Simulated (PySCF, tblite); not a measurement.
Rigid-rotor lines calculated for a species of formula C3H10N2Si (commonest isotopes; PBE0/pcSseg-1 in PySCF (dipole) on a GFN2-xTB geometry, gas phase), labelled J(Ka,Kc):

```json
{"transition": "1(0,1) ← 0(0,0)", "MHz": "2078.7"}
{"transition": "1(1,1) ← 0(0,0)", "MHz": "11536.5"}
{"transition": "2(0,2) ← 1(0,1)", "MHz": "4157.1"}
{"transition": "2(1,2) ← 1(1,1)", "MHz": "4102.7"}
{"transition": "2(1,1) ← 1(1,0)", "MHz": "4212.0"}
```

Find the rotational constants.

1(0,1) ← 0(0,0) is B + C, 2(1,1) ← 1(1,0) is 3B + C and 2(1,2) ← 1(1,1) is B + 3C, so B − C is half the difference of the last two, 54.7 MHz. 1(1,1) ← 0(0,0) is A + C. A = 10524.5, B = 1066.7, C = 1012.0 MHz.

What moments of inertia, asymmetry and inertial defect follow?

I = 505379 MHz·u·Å² over each constant: Ia = 48.02, Ib = 473.80, Ic = 499.38 u·Å²; κ = (2B − A − C)/(A − C) = -0.989 (near-prolate asymmetric top); Δ = Ic − Ia − Ib = -22.44 u·Å².

Which dipole components do these lines need?

μa and μb (a-type: ΔKa even, ΔKc odd; b-type: both odd). The calculation gives |μa| = 0.35 D, |μb| = 0.55 D, |μc| = 0.25 D.

Where do these fall, and of which type are they? 2(1,1) ← 1(0,1); 3(2,1) ← 3(1,2); 3(1,3) ← 3(0,3); 2(2,1) ← 1(1,0); 3(2,2) ← 2(2,1); 3(2,2) ← 2(1,2); 1(1,1) ← 1(0,1); 1(1,0) ← 0(0,0); 3(3,1) ← 2(2,0); 2(1,2) ← 2(0,2); 3(2,1) ← 2(1,1); 3(2,2) ← 2(1,1); 2(1,2) ← 1(0,1); 2(2,1) ← 1(1,1); 3(1,3) ← 2(1,2); 3(2,2) ← 3(1,3).

```csv
transition,MHz,type,branch
"3(1,3) ← 2(1,2)",6154,a,R
"3(2,2) ← 2(2,1)",6236,a,R
"3(1,3) ← 3(0,3)",9322,c,Q
"2(1,2) ← 2(0,2)",9403,c,Q
"1(1,1) ← 1(0,1)",9458,c,Q
"1(1,0) ← 0(0,0)",11591,c,R
"2(1,2) ← 1(0,1)",13561,b,R
"2(1,1) ← 1(0,1)",13724,c,R
"3(2,1) ← 3(1,2)",28293,b,Q
"3(2,2) ← 3(1,3)",28619,b,Q
"2(2,1) ← 1(1,0)",32585,b,R
"2(2,1) ← 1(1,1)",32640,c,R
"3(2,2) ← 2(1,1)",34609,b,R
"3(2,1) ← 2(1,1)",34611,c,R
"3(2,2) ← 2(1,2)",34773,c,R
"3(3,1) ← 2(2,0)",53662,b,R
```

Which structure gave them?

`N[SiH2]NCC=C`, point group C1. Three constants can't fix a structure by themselves; this is the one that was computed:
```
atom  x, y, z in Å
C1     3.154    0.114    0.470
C2     1.974    0.154   -0.118
C3     0.791   -0.676    0.283
N4    -0.378    0.154    0.454
Si5   -1.979   -0.392    0.167
N6    -2.937    0.999    0.518
H7     3.353   -0.553    1.294
H8     3.975    0.733    0.149
H9     1.785    0.832   -0.939
H10    1.027   -1.249    1.192
H11    0.569   -1.393   -0.513
H12   -0.242    0.846    1.176
H13   -1.973   -0.881   -1.221
H14   -2.511   -1.435    1.055
H15   -2.679    1.869    0.081
H16   -3.936    0.887    0.475
```

The values belong to one conformer (point group C1) with, in the numbering `[CH2:1]=[CH:2][CH2:3][NH:4][SiH2:5][NH2:6]`, C1–C2–C3–N4 129°, C2–C3–N4–Si5 150°, C3–N4–Si5–N6 180°, N4–Si5–N6–H 51° and -176°. Its GFN2-xTB frequencies are all real (lowest 53 cm⁻¹). Constants of a rigid frame at the computed geometry: no zero-point averaging, no centrifugal distortion. A rigid rotor knows nothing of inversion at nitrogen, which can split or shift real lines. Quadrupole hyperfine structure (14N) is left out.

The run took 37 s of wall time on one thread of an Arm Neoverse N1, shared host with 64 logical CPUs at a one-minute load of 60, and the process peaked at 0.72 GiB of memory. This is the PBE0/pcSseg-1 job that gave the dipole, with the shieldings it also computed.
